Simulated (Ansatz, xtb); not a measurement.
# C3H3BBrNS: 5 structures ranked

5 gas-phase structures of C3H3BBrNS, from a drawn sample of its isomers (lower ones may exist). Each was relaxed with GFN2-xTB:

A. `Bc1nc(Br)cs1`, a singlet
B. `Bc1csc(Br)n1`, a singlet
C. `Bc1scnc1Br`, a singlet
D. `Bc1ncsc1Br`, a singlet
E. `Bc1ncc(Br)s1`, a singlet

Problem. Make a reasoned guess at their ranking by r2SCAN-D4/def2-SVP single-point energy.

Solution. Calculated order at r2SCAN-D4/def2-SVP: C (0.0), A (3.3), E (5.0), B (5.8), D (8.1) kcal/mol. Less than 1 kcal/mol parts E and B, so the order within that pair means little.

Energies above the lowest of each column, in kcal/mol; the last columns are at B3LYP-D3(BJ)/def2-SVP geometries:

```tsv
structure	GFN2-xTB	HF/STO-3G	r2SCAN-D4/def2-SVP	B3LYP-D3(BJ)/def2-SVP	CCSD(T)/def2-SVP + ΔMP2/def2-TZVPP
C	0.0	0.0	0.0	0.0	0.0
A	2.1	4.3	3.3	3.3	3.3
E	4.5	5.4	5.0	4.9	5.4
B	4.5	1.8	5.8	5.0	5.4
D	5.0	4.4	8.1	7.3	7.3
```

Every level run on C puts it lowest or level with the lowest. CCSD(T)/def2-SVP + ΔMP2/def2-TZVPP orders those it was run on as C (0.0), A (3.3), B (5.4), E (5.4), D (7.3) kcal/mol. Less than 1 kcal/mol parts B and E, so the order within that pair means little. Flexible structures stand in one conformer each, not always the lowest. ΔMP2 is the change of the MP2 energy from the smaller to the larger basis.

Over these structures GFN2-xTB departs from r2SCAN-D4/def2-SVP by 0.8 kcal/mol on average once a common shift is removed. A GFN2-xTB relaxation took about 0.1 s and the r2SCAN-D4/def2-SVP energy about 2 s on a shared host (Ansatz 0.2.0, xtb 6.7.1).
